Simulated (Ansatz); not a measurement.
Reaction (ligand exchange at the Si–O bond): `O[SiH](O)O[SiH](O)F` + `O[Si](O)(F)F` → `O[SiH](O)O[Si](O)(F)F` + `O[SiH](O)F`

Gas-phase electronic energies from Ansatz, PBE0-D4/def2-TZVP geometries. CCSD(T)/CBS is the MP2 limit (def2-TZVPP, def2-QZVPP) plus CCSD(T) − MP2 in def2-TZVPP, frozen cores. This one scheme is used for every species. Functionals use def2-TZVPP. B3LYP here is the variant with VWN-RPA as its local correlation; programs differ in this. Each species was taken in one conformer, which may not be the lowest.

`O[SiH](O)O[SiH](O)F`:

Cartesian coordinates in Å:
```
O 1.990 1.863 -0.037
Si 0.588 1.224 -0.547
O 0.871 0.352 -1.899
O -0.086 0.245 0.587
Si -0.676 -1.241 0.815
O -2.052 -1.225 1.666
F -0.933 -1.842 -0.649
H 2.784 1.332 -0.113
H -0.330 2.355 -0.753
H 0.289 -0.389 -2.083
H 0.260 -2.134 1.505
H -2.705 -0.541 1.506
```

`O[Si](O)(F)F`:

Cartesian coordinates in Å:
```
O 0.013 0.620 -1.381
Si -0.131 0.026 0.108
O 1.180 -0.860 0.400
F -0.271 1.167 1.197
F -1.465 -0.817 0.231
H -0.779 0.860 -1.862
H 1.454 -0.996 1.307
```

`O[SiH](O)O[Si](O)(F)F`:

Cartesian coordinates in Å:
```
O -2.658 0.606 -0.545
Si -1.444 -0.430 -0.254
O -1.227 -0.598 1.353
O -0.028 0.113 -0.905
Si 1.505 0.327 -0.532
O 1.734 -0.256 0.969
F 1.901 1.852 -0.598
F 2.450 -0.403 -1.560
H -2.721 1.397 -0.007
H -1.799 -1.679 -0.941
H -0.320 -0.698 1.658
H 2.607 -0.231 1.362
```

`O[SiH](O)F`:

Cartesian coordinates in Å:
```
O 0.967 0.096 0.951
Si -0.385 0.004 0.046
O -0.107 0.721 -1.378
F -0.748 -1.539 -0.131
H 1.084 -0.533 1.664
H -1.559 0.653 0.645
H 0.747 0.598 -1.796
```

| level | ΔE (kcal/mol) | difference from CCSD(T)/CBS |
| --- | --- | --- |
| PBE-D4 | -1.3 | -0.1 |
| r2SCAN-D4 | -1.2 | 0.0 |
| PBE0-D4 | -1.3 | -0.1 |
| B3LYP-D4 | -1.5 | -0.3 |
| ωB97X-V | -1.2 | 0.0 |
| ωB97M-V | -1.2 | 0.0 |
| B2PLYP | -1.1 | 0.1 |
| PBE | -1.0 | 0.2 |
| r2SCAN | -1.1 | 0.1 |
| PBE0 | -1.1 | 0.1 |
| B3LYP | -1.0 | 0.2 |
| HF/def2-TZVPP | -0.8 | 0.4 |
| MP2/def2-TZVPP | -1.3 | -0.1 |
| SCS-MP2/def2-TZVPP | -1.2 | 0.0 |
| CCSD/def2-TZVPP | -1.3 | -0.1 |
| CCSD(T)/def2-TZVPP | -1.4 | -0.2 |
| HF/def2-QZVPP | -0.8 | 0.4 |
| MP2/def2-QZVPP | -1.3 | -0.1 |
| SCS-MP2/def2-QZVPP | -1.2 | 0.0 |
| HF/CBS(def2) | -0.8 | 0.4 |
| MP2/CBS(def2) | -1.2 | 0.0 |
| CCSD/CBS(def2) | -1.2 | 0.0 |
| CCSD(T)/CBS | -1.2 | 0 |

Largest T1 diagnostic among the species: 0.012.
